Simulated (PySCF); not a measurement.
C₆H₇O₂S (doublet state).
Z-matrix (Å and degrees, GFN2-xTB geometry), rows numbered from 1:
```
C 
C   1  1.4089
O   2  1.2401  1  123.34
C   2  1.4827  1  115.97  3   179.99
C   4  1.3348  2  119.45  1  -179.92
O   5  1.3584  4  121.21  2  -179.94
C   6  1.3252  5  123.72  4  -179.97
C   7  1.4905  6  121.61  5     0.28
S   7  1.6385  6  116.65  5  -179.78
H   1  1.0753  2  119.44  3     0.02
H   1  1.0741  2  121.82  3  -179.99
H   4  1.0778  2  119.19  1     0.09
H   5  1.0819  4  119.78  2    -0.01
H   8  1.0913  7  110.70  6    60.29
H   8  1.0859  7  109.04  6  -179.81
H   8  1.0912  7  110.81  6   -59.86
```

The hyperfine couplings belong to this conformer and change with its torsions.

Identity: `[CH2]C(=O)/C=C/OC(C)=S` [radical].

Level of theory: PySCF, UKS B3LYP, pcH-1 on C H O S, non-relativistic, mean-field spin-orbit, GIAO. Geometry: GFN2-xTB, one conformer, isolated molecule. A GFN2-xTB geometry isn't a minimum of the functional, and hyperfine couplings can be far from their values at a DFT geometry. No stability test was run, so a lower SCF solution isn't excluded.

The Mulliken spin populations are largest on C1 (+0.87), O3 (+0.31) and C2 (-0.13). The positive populations add up to 1.21 and the negative ones to -0.21, together 2S = 1. The angles at C1 add up to 360.0°, so it is planar; its axial dipolar tensor and the negative couplings of its protons fit spin in a p orbital normal to that plane.

Problem. McConnell's relation a(H) = Q·ρ ties the coupling of a proton on a planar π carbon to the spin population of that carbon. What Q do the computed values give?

Solution. 
```
  H   C    ρ(C)  a(H) (G)  a/ρ (G)
H10  C1  +0.874    -18.50    -21.2
H11  C1  +0.874    -18.72    -21.4
```

These protons share one ρ (within 0.01), so their mean ratio, Q = -21.3 G, is no test of linearity.

Couplings in gauss use g_iso = 2.0054.
